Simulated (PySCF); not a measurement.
## Unknown compound

Molecular formula: C4H13FSi4. Simulated spectra:

1H NMR (300 MHz, computed): δ 6.93 (m, 1H), 5.18 (m, 1H), 4.44 (m, 1H), 4.27 (m, 1H), 4.21 (m, 1H), 4.06 (m, 1H), 2.57 (m, 1H), 2.56 (m, 1H), 2.28 (m, 1H), 2.25 (m, 1H), 2.06 (m, 1H), 1.66 (m, 1H), 1.14 (m, 1H).

13C{1H} NMR (computed): δ 27.4 (CH2), 27.0 (CH2), 19.9 (CH2), 16.9 (CH).

PySCF 2.14.0 with density-fitted response routines calculation with NMR shieldings at PBE0/pcSseg-1/GIAO and geometry: GFN2-xTB; no solvent, one computed conformer, relativity neglected.

References, each an isolated molecule treated in the same way: TMS for 1H, 13C.

Question: What is the structure?

Answer: 
Rings plus π bonds: 2 (2 rings in the answer). 4 carbon signals for 4 carbons: no two carbons are equivalent. Carbon types of the structure: 1 × CH, 3 × CH2, leaving 6 H on heteroatoms. δC 27.4, 27.0, 19.9: sp3 CH2 in a ring; saturated and bonded to C and H only. δC 16.9: sp3 CH bonded to Si. δH 6.93: hydrogen on a silicon bonded to F, 2 Si, in a 4-membered ring. δH 5.18: hydrogen on a silicon bonded to C, 2 Si, in a 4-membered ring. δH 4.44, 4.27, 4.21, 4.06: hydrogen on a silicon bonded to 2 Si, in a 4-membered ring. δH 2.57, 2.56, 2.28, 2.06, 1.66, 1.14: hydrogen on an sp3 CH2 in a ring. δH 2.25: hydrogen on an sp3 CH bonded to Si.

These data were computed for `F[Si@@H]1[SiH2][SiH2][Si@H]1C1CCC1`.

The data come from this structure; uniqueness wasn't tested.

Splittings by 19F in the carbon and heteronuclear signals aren't shown, as no couplings were computed. Shifts are as computed. Against solution values, carbons near 30 ppm lie about +3 ppm off and those near 130 ppm about +5 ppm. Of 1309 compounds with measured shifts, 239 miss one by over three times the rms of a fit or turn the order of signals round; such compounds aren't used in these exercises. No couplings were computed; multiplicities are counted from neighbouring protons, with m where these are inequivalent, close in shift, in a saturated or five-membered ring or joined by F or P, and br s for small geminal =CH2 splittings.
